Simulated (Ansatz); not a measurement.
Consider the ligand exchange at the Al–O bond: `O[Si](O)(O)[O][Al]([F])[Cl]` + `C[SeH]` → `C[Se][Al]([F])[Cl]` + `O[Si](O)(O)O`.

Computed with Ansatz on PBE0-D4/def2-TZVP structures; ΔE is electronic, products minus reactants. CBS: MP2 limit from def2 TZ/QZ plus the TZ coupled-cluster correction, frozen cores. This one scheme is used for every species. Functionals use def2-TZVPP. HSE06 is defined as in plane-wave codes. For Se outer-core shells are correlated without core-valence functions, which leaves a few kJ/mol of doubt a bond. Scalar relativity is left out up to krypton. Each species was taken in one conformer, which may not be the lowest.

| level | ΔE (kJ/mol) | difference from CCSD(T)/CBS |
| --- | --- | --- |
| r2SCAN-D4 | 37.7 | -0.7 |
| r2SCANh-D4 | 38.0 | -0.4 |
| BHLYP-D4 | 47.4 | 9.0 |
| ωB97X-V | 41.0 | 2.6 |
| BLYP | 42.8 | 4.4 |
| HSE06 | 29.9 | -8.5 |
| LC-ωPBE | 39.6 | 1.2 |
| HF/def2-TZVPP | 55.8 | 17.4 |
| MP2/def2-TZVPP | 39.3 | 0.9 |
| CCSD(T)/def2-TZVPP | 43.1 | 4.7 |
| CCSD(T)/CBS | 38.4 | 0 |

Largest T1 diagnostic among the species: 0.011.

From PBE to PBE0 (25 % exact exchange), in def2-TZVPP and without D4, ΔE moves by +3.7 kJ/mol. Leaving LDA and LC-ωPBE aside and taking each functional with its dispersion term where it has one, the values, not all of them listed here, spread over 22.9 kJ/mol, from PBE-D4 to CAM-B3LYP-D4.
